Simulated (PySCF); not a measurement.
Gas-phase reaction: CSe2 + 4 CH3SH ⇌ 2 Se(CH3)2 + 2 H2S + CS2, at 600 K and a standard pressure of 1 bar. Level: B3LYP/6-31G*.

Method: PySCF energies plus ideal-gas RRHO corrections (1 bar). 6-31G* has spherical d functions here. All species are closed-shell singlets. B3LYP is the form with VWN-RPA correlation. Se: all electrons, no relativistic terms. The harmonic model lacks anharmonicity and excited electronic states, which grow with temperature; levels with a mode under 35 cm⁻¹ are left out. Internal rotation in CH3SH, Se(CH3)2 is treated as a harmonic vibration of one conformer, which makes the entropy rough.

```json
[
 {"species": "CSe2", "E (Ha)": "-4840.41752", "H(600 K) − E (kJ/mol)": "41.9", "S°(600 K) (J/mol/K)": "299.5"},
 {"species": "CH3SH", "E (Ha)": "-438.69480", "H(600 K) − E (kJ/mol)": "152.8", "S°(600 K) (J/mol/K)": "296.8"},
 {"species": "Se(CH3)2", "E (Ha)": "-2480.98439", "H(600 K) − E (kJ/mol)": "242.3", "S°(600 K) (J/mol/K)": "367.1"},
 {"species": "H2S", "E (Ha)": "-399.38251", "H(600 K) − E (kJ/mol)": "60.6", "S°(600 K) (J/mol/K)": "230.9"},
 {"species": "CS2", "E (Ha)": "-834.48230", "H(600 K) − E (kJ/mol)": "44.0", "S°(600 K) (J/mol/K)": "272.6"}
]
```
E: electronic energy; H − E holds the zero-point and thermal terms. 1 Ha = 2625.5 kJ/mol.

Question: Work out ΔH°, ΔS°, ΔG° and log10 K from these numbers.

Answer: 1. ΔE = 2×(-2480.98439) + 2×(-399.38251) + 1×(-834.48230) − 1×(-4840.41752) − 4×(-438.69480) = -0.01938 Ha = -50.9 kJ.
2. Δ(H − E) = 2×(242.3) + 2×(60.6) + 1×(44.0) − 1×(41.9) − 4×(152.8) = -3.3 kJ, so ΔH° = -54.2 kJ.
3. ΔS° = 2×(367.1) + 2×(230.9) + 1×(272.6) − 1×(299.5) − 4×(296.8) = -18.1 J/K; the number of gas molecules stays the same.
4. ΔG° = ΔH° − TΔS° = -54.2 − 600×(-18.1)/1000 = -43.3 kJ.
5. log10 K = −ΔG°/(RT ln 10) = 3.77, with RT ln 10 = 11.49 kJ/mol; at standard pressures the products are favoured.
6. A shift of 10 kJ in ΔE would move log10 K by 0.87 here.
For scale, ΔH°(298 K) is -57 kJ at this level, -83 kJ at ωB97M-V/def2-TZVP†, and runs from -83 to -32 kJ over the 20 levels computed († marks an energy on the PBE0/def2-TZVP geometry).
